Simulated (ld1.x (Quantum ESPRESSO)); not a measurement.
nitrogen (N): one change to a TM potential, before and after

- Element: nitrogen
- Generator: ld1.x (Quantum ESPRESSO) 7.5
- Type: norm-conserving Troullier–Martins (Kleinman–Bylander form)
- Functional: BLYP
- Relativity: scalar-relativistic
- Frozen core: [He]
- Valence charge: 5
- Reference configuration: 2s1 2p4
- Partial waves: 2s (bound): rc 0.85 bohr; 3d channel at -0.05 Ry: rc 2.00 bohr; 2p (bound): rc 2.25 bohr
- Local potential: the p channel
- Core correction: Bessel-smoothed model core, default radius (core density twice the valence density)

All-electron outer shells of the reference configuration (BLYP, scalar-relativistic, ld1.x):

| shell | level (eV) | outermost node (bohr) | outermost maximum (bohr) |
| --- | --- | --- | --- |
| 1s | -386.14 | – | 0.15 |
| 2s | -18.88 | 0.32 | 1.00 |
| 2p | -7.46 | – | 0.97 |

Change: wave 2p (bound): rc 2.25 bohr becomes 2p (bound): rc 2.06 bohr.

Cutoffs: the cutoffs (Ry, on a coarse ladder) from which the occupation-weighted sum of valence levels, in a spherical-Bessel basis at the reference potential, stays within 10 and 1 mRy of its value at 400 Ry; they do not see the model core or the augmentation charge, which bear on the density cutoff. Errors are all-electron minus pseudo energies relative to the spin-unpolarised reference configuration.

Task: Predict the effect on cutoff, ghosts and configuration errors.

Result: The potential gets neither clearly harder nor softer (50 Ry and 120 Ry → 50 Ry and 120 Ry); the s channel sets the loose cutoff, while the largest relative change is in p, which becomes harder; of the 7 tests that both files solve, the error grows in 0 and shrinks in 7 by more than 15 % and 0.3 meV (median size 56.1 → 45.3 meV); neither file shows a bound ghost. Less of the atom is replaced, so other configurations are described better.

| quantity | base | changed |
| --- | --- | --- |
| cutoff, loose | 50 Ry | 50 Ry |
| cutoff, tight | 120 Ry | 120 Ry |
| loose cutoff by channel (10 mRy a level) | s 45 Ry, p 25 Ry | s 45 Ry, p 30 Ry |
| bound ghosts | none | none |
| error for 2s2 2p3, meV [ΔE -11.40 eV] | -11 | -4.0 |
| error for 2s2 2p2, meV [ΔE 2.17 eV] | +186 | +140 |
| error for 2s2 2p1, meV [ΔE 31.05 eV] | +942 | +706 |
| error for 2s2 2p2.5, meV [ΔE -6.32 eV] | +56 | +45 |
| error for 2s0 2p5, meV [ΔE 11.44 eV] | -9.1 | -2.2 |
| error for 2s2 2p0, meV [ΔE 78.21 eV] | +3151 | +2429 |
| error for 2s2 2p3.3, meV [ΔE -13.01 eV] | -38 | -24 |
